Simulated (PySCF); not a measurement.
Unknowns

- shielding tensors at PBE0/pcSseg-1 (GIAO)
- J: B3LYP/pcJ-1 (spin–dipole term left out of most H,H and C,H couplings)
- geometry from GFN2-xTB
- run in PySCF 2.14
- non-relativistic Hamiltonian, one averaged value for each set of equivalent atoms, isolated molecule, one conformer

References, each an isolated molecule treated in the same way: ¹H (σref 31.72) and ¹³C (σref 186.93) vs TMS. Multiplet labels drop J under 1 Hz and among equivalent protons, and merge close values. Unscaled 3J(H,H) run several per cent high. Splittings of carbon signals by F and P are missing where no couplings were computed. Where no couplings were computed, multiplicities follow the n + 1 count of equivalent neighbours, and m marks all less simple cases (inequivalent or close neighbours, rings, F or P nearby). Shifts are as computed. Against solution values, carbons near 30 ppm lie about +3 ppm off and those near 130 ppm about +5 ppm. Of 1211 compounds with measured shifts, 218 miss one by over three times the rms of a fit or turn the order of signals round; such compounds aren't used in these exercises.

Problem. C5H5NO3. ¹H NMR (500 MHz, computed): δ 8.68 (d, J = 2.0 Hz, 1H), 7.14 (d, J = 2.0 Hz, 1H), 4.18 (s, 3H). ¹³C{¹H} NMR (computed): δ 168.5 (C), 165.8 (CH), 160.9 (C), 115.4 (CH), 54.2 (CH3). Identify the compound.

Solution. SMILES COC(=O)c1ccon1. The formula gives 4 degrees of unsaturation (1 ring in the answer). 5 carbon signals for 5 carbons: no two carbons are equivalent. Carbon types of the structure: 2 × C, 2 × CH, 1 × CH3, which accounts for all hydrogens. δC 168.5: ester carbonyl carbon; lone-pair donation from the attached heteroatom keeps it upfield of a ketone carbonyl. δC 160.9: substituted aromatic carbon next to a ring nitrogen. δC 115.4: aromatic CH. δH 8.68: hydrogen on an aromatic CH next to the ring oxygen; it sits in the deshielding region of the aromatic ring current.

The shifts were computed for this structure.

Problem. C8H9F3. ¹H NMR (400 MHz, computed): δ 6.20 (m, 1H), 5.78 (br s, 1H), 5.55 (br s, 1H), 5.46 (m, 1H), 5.35 (m, 1H), 3.15 (m, 1H), 3.08 (m, 1H), 2.95 (m, 1H), 2.52 (m, 1H). ¹³C{¹H} NMR (computed): δ 149.6 (CH), 148.0 (C), 135.9 (C), 122.6 (CH2), 121.7 (CH2), 54.2 (CH), 38.2 (CH), 37.0 (CH2). Give a structure.

Solution. SMILES C1(=C)C[C@@H](C=C)[C@@H]1C(F)(F)F. Rings plus π bonds: 3 (1 ring in the answer). 8 carbon signals for 8 carbons: no two carbons are equivalent. Carbon types of the structure: 2 × C, 3 × CH, 3 × CH2, which accounts for all hydrogens. δC 149.6: alkene CH; the olefinic region. δC 148.0: fully substituted alkene carbon; an sp2 carbon of a C=C bond. δC 135.9: CF3 carbon; 3 electronegative neighbours deshield it. δC 122.6, 121.7: terminal =CH2 carbon; the olefinic region.

This is the structure that produced the data.

Problem. C6H8O2. ¹H NMR (500 MHz, computed): δ 6.48 (s, 1H), 3.92 (s, 3H), 1.51 (m, 2H), 1.19 (m, 2H). ¹³C{¹H} NMR (computed): δ 172.8 (C), 155.7 (C), 117.4 (CH), 53.4 (CH3), 7.6 (CH2), 4.0 (CH2). What is it?

Solution. `InChI=1S/C6H8O2/c1-8-6(7)4-5-2-3-5/h4H,2-3H2,1H3`. Rings plus π bonds: 3 (1 ring in the answer). 6 carbon signals for 6 carbons: no two carbons are equivalent. Carbon types of the structure: 2 × C, 1 × CH, 2 × CH2, 1 × CH3, which accounts for all hydrogens. δC 172.8: ester carbonyl carbon; lone-pair donation from the attached heteroatom keeps it upfield of a ketone carbonyl. δC 155.7: β carbon of a C=C–C=O unit; conjugation with the carbonyl draws π density from the β position. δC 117.4: α carbon of a C=C–C=O unit; the olefinic region. δC 7.6, 4.0: three-membered-ring carbon; carbons of three-membered rings are unusually shielded.

The shifts were computed for this structure.
